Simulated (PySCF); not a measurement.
# ZnBr: energy against distance

Set-up: Zn cc-pVTZ-PP with ECP10, Br cc-pVTZ-PP with ECP10; scalar-relativistic core potentials (PySCF 2.14). Energies in eV from Zn + Br in their ground configurations at the same level. State: ²Σ⁺ (doublet), unpaired electrons σ ↑.

All columns are PBE0. A positive dipole means Zn(−)Br(+).

| R (Å) | E (eV) | μ (D) | Mulliken charge on Zn (basis-dependent) | HOMO (eV) | LUMO (eV) | Mayer bond order | ⟨S²⟩ |
| --- | --- | --- | --- | --- | --- | --- | --- |
| 1.979 | -1.084 | -1.06 | 0.16 | -6.02 | -2.91 | 1.36 | 0.75 |
| 2.071 | -1.528 | -1.45 | 0.22 | -6.17 | -3.11 | 1.26 | 0.75 |
| 2.163 | -1.763 | -1.86 | 0.27 | -6.32 | -3.32 | 1.17 | 0.75 |
| 2.232 | -1.842 | -2.18 | 0.31 | -6.43 | -3.48 | 1.11 | 0.75 |
| 2.301 | -1.860 | -2.49 | 0.33 | -6.54 | -3.63 | 1.05 | 0.75 |
| 2.370 | -1.834 | -2.79 | 0.36 | -6.64 | -3.78 | 1.00 | 0.75 |
| 2.462 | -1.751 | -3.18 | 0.38 | -6.78 | -3.97 | 0.94 | 0.75 |
| 2.577 | -1.598 | -3.61 | 0.39 | -6.93 | -4.19 | 0.88 | 0.76 |
| 2.715 | -1.382 | -4.01 | 0.40 | -7.10 | -4.42 | 0.81 | 0.76 |
| 2.899 | -1.092 | -4.33 | 0.38 | -7.30 | -4.67 | 0.73 | 0.76 |

A fit through these points gives, at Re = 2.292 Å, μ = -2.45 D and dμ/dR = -4.49 D/Å; the reduced mass is 35.32 u.

Problem. How strong is the fundamental in the double-harmonic approximation, I = 42.26·(dμ/dR)²/μred km/mol?

Solution. I = 42.26·(-4.49)²/35.32 = 24.1 km/mol at PBE0.

Spin–orbit coupling is left out. The state was picked by a PBE0 search and need not be the measured ground state.
